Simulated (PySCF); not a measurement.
**Mo: excitation energy**

Mo [Kr] 4d5 5s1 (7S) → Mo [Kr] 4d6 (5D), as a difference of total energies. Calculation: PySCF 2.14, in aug-cc-pwCVTZ-PP with ECP28MDF; scalar relativity through the core potential. The calculations carry no spin-orbit coupling.

```csv
method,excitation energy (eV)
LDA,3.102
PBE,3.087
PBE0,3.238
r2SCAN,3.666
wB97X-V,2.799
TPSS,3.079
LC-wPBE,3.130
```
